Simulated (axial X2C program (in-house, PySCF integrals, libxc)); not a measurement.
GaP⁺: bond constants with and without spin–orbit coupling

All values were computed with an in-house all-electron X2C program for linear molecules (integrals from PySCF). Spin-free means the one-electron spin-free X2C Hamiltonian; two-component (2c) means X2C with spin–orbit coupling and atomic mean-field two-electron Coulomb and Gaunt terms, so the difference of the two also holds small scalar two-electron terms. Basis: Ga dyall-cv3z [9s9p7d4f1g], P dyall-v3z [8s7p2d1f] (cores contracted in-house); Gaussian nuclei, density fitting, unrestricted open shells. Masses: Ga 68.926 u, P 30.974 u.

Input file and command:
```json
{"zs": [31, 15], "q": 1, "bas": ["dyall-cv3z", "dyall-v3z"], "levels": ["PBE0", "HF", "PBEsol"], "cc": true, "r0": 2.19, "thr": -1.0, "nmax": 90, "npts": 10, "nst": 2, "ntry": 6}
```
```bash
python so2c.py task.json out
```

Keys: zs atomic numbers; q charge; bas basis sets; levels methods; cc coupled cluster on or off; r0 starting distance in Å; thr threshold in hartree for freezing inner shells (an s shell follows its p shell); nmax most natural virtual spinors; npts points on the curve; nst determinants followed; ntry starts of the search. HF also brings MP2.

State, spin-free: M_S = 3/2, Λ = 0 (beyond evenly filled blocks: σα, π+α, π-α); electrons by block: σα: 12, σβ: 11, π+α: 5, π+β: 4, π-α: 5, π-β: 4, δ+α: 1, δ+β: 1, δ-α: 1, δ-β: 1. Fragments: Ga+ + P.

State, 2c: Ω = 3/2 (⟨Sz⟩ = 1.50, ⟨Lz⟩ = 0.00 at PBE0); electrons by block: 1/2: 16, -1/2: 16, 3/2: 6, -3/2: 5, 5/2: 1, -5/2: 1. Fragments: Ga+ + P.

```csv
Hamiltonian,level,Re (Å),ωe (cm⁻¹),ωexe (cm⁻¹),Be (cm⁻¹),De (eV),D0 (eV),μ (D)
spin-free,PBE0,2.648,149.1,1.24,0.1125,0.585,0.576,-0.21
spin-free,MP2,2.864,108.9,0.909,0.09614,0.334,0.327,n/a
spin-free,CCSD(T),2.811,116.8,n/a,0.09986,0.358,0.351,n/a
spin-free,PBEsol,2.561,179.3,1.68,0.1203,0.804,0.793,0.15
2c,PBE0,2.650,148.9,1.24,0.1123,0.584,0.575,-0.21
2c,MP2,2.866,108.8,0.886,0.09602,0.333,0.326,n/a
2c,PBEsol,2.562,179.1,1.68,0.1202,0.803,0.792,0.15
```

Correlated methods: 7 electrons correlated (number of frozen shells: Ga 3 s, 2 p, 1 d; P 2 s, 1 p), 231 virtual spin orbitals or spinors in MP2.

Dipoles are positive if P is the positive end and refer to the centre of mass.

The state is a single determinant with fixed occupations, the lowest that a limited PBE0 search found. De is counted from the lowest determinant-based energies of the atoms at the same level, without counterpoise correction. Density functionals use the spin component along the axis (collinear). CCSD and (T) use frozen natural virtuals with an MP2 correction for the truncation; (T) itself is uncorrected, so its De runs slightly low. Other states lie close and PBE0, whose exact exchange favours high spin, may order them wrongly; the determinant shown need not be the ground state. The nearest other spin-free determinant of the search, M_S = 1/2, Λ = 0, lies 0.50 eV up at the distance of the search. With several unpaired electrons one determinant need not be a pure state. This is the top spin component of a Σ state; components of lower Ω are not single determinants and can lie lower. With the outer-core shells frozen, correlated bond lengths of heavy atoms tend to come out a few hundredths of an ångström too long.

No reliable constants came from CCSD (2c), CCSD (spin-free), CCSD(T) (2c), HF (2c), HF (spin-free): no minimum in range, unconverged points, a curve that is not smooth, a change of character along it, or the two Hamiltonians disagreeing along it.

Rough cost a point (2c) on 1 thread(s) of a shared host, integrals apart: PBE0 0.5 s, PBEsol 0.3 s.

The whole task took 2.1 min on 1 thread of Intel(R) Xeon(R) Processor @ 2.30GHz (shared host).
